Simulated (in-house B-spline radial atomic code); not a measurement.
Ionisation energies along the 21-electron series, configuration [Ar] 3d3, as differences of self-consistent energies. NIST's values go from ground level to ground level; the uncertainty of those that are theory runs from under 0.1 % in few-electron ions to several per cent in heavy many-electron ones. Computed with an all-electron radial atomic-structure program (B-spline basis): non-relativistic Hartree-Fock, average of the configuration, point nuclei.

This level leaves out relativity, spin-orbit splitting included, which matters for heavy ions.

| ion | configuration after | ionisation energy (eV) | IE/(q+1)² (eV) | -ε less Coulomb ΔSCF (eV) | tabulated value (eV) | tabulated kind | computed minus tabulated (eV) |
| --- | --- | --- | --- | --- | --- | --- | --- |
| Ce37+ | [Ar] 3d2 | 2586.5 | 1.7912 | 2.1596 | 2600 | tabulated theory | -13 |
| Pr38+ | [Ar] 3d2 | 2714.6 | 1.7847 | 2.1629 | 2729 | tabulated theory | -14 |
| Nd39+ | [Ar] 3d2 | 2845.6 | 1.7785 | 2.1659 | 2861 | tabulated theory | -15 |
| Pm40+ | [Ar] 3d2 | 2979.7 | 1.7726 | 2.1689 | 2997 | tabulated theory | -17 |
| Sm41+ | [Ar] 3d2 | 3116.8 | 1.7669 | 2.1717 | 3137 | tabulated theory | -20 |
| Eu42+ | [Ar] 3d2 | 3256.9 | 1.7615 | 2.1745 | 3279 | tabulated theory | -22 |
| Gd43+ | [Ar] 3d2 | 3400.1 | 1.7562 | 2.1771 | 3424 | tabulated theory | -24 |
| Tb44+ | [Ar] 3d2 | 3546.3 | 1.7513 | 2.1797 | 3573 | tabulated theory | -27 |
| Dy45+ | [Ar] 3d2 | 3695.5 | 1.7465 | 2.1821 | 3725 | tabulated theory | -29 |
| Ho46+ | [Ar] 3d2 | 3847.8 | 1.7419 | 2.1845 | 3880 | tabulated theory | -32 |
| Er47+ | [Ar] 3d2 | 4003.0 | 1.7374 | 2.1868 | 4038 | tabulated theory | -35 |
| Tm48+ | [Ar] 3d2 | 4161.3 | 1.7332 | 2.189 | 4199 | tabulated theory | -38 |
